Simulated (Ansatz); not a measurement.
Mulliken charges of BH$_{5}$SiZn, SMILES `[BH2][Zn][SiH3]` from B3LYP/def2-TZVPP in Ansatz (PBE0-D4/def2-TZVP geometry).

```tsv
atom	x (Å)	y (Å)	z (Å)	charge (e)
B1	-1.373	1.327	-1.692	-0.091
Zn2	-0.239	0.235	-0.316	0.109
Si3	1.057	-1.014	1.264	0.128
H4	-1.852	0.830	-2.674	0.040
H5	-1.597	2.498	-1.561	0.040
H6	0.573	-0.835	2.666	-0.075
H7	1.028	-2.483	0.994	-0.075
H8	2.497	-0.616	1.263	-0.075
```

Question: By hand: the dipole of these point charges (1 e Å = 4.8032 D).

Answer: Σ q r = (-0.211, 0.203, -0.257) e Å, of length 0.390 e Å = 1.87 D.

Question: How does the dipole of the full density compare? (Estimate.)

Answer: The calculation gave: (-0.125, 0.121, -0.153) e Å, 1.11 D; the point charges give 1.68 times that, at 0° from its direction.

Point charges leave out the atoms' own dipoles, such as those of lone pairs, and Mulliken's split depends on the basis, so the two needn't agree.

B3LYP here is the variant with VWN-RPA as its local correlation; programs differ in this.
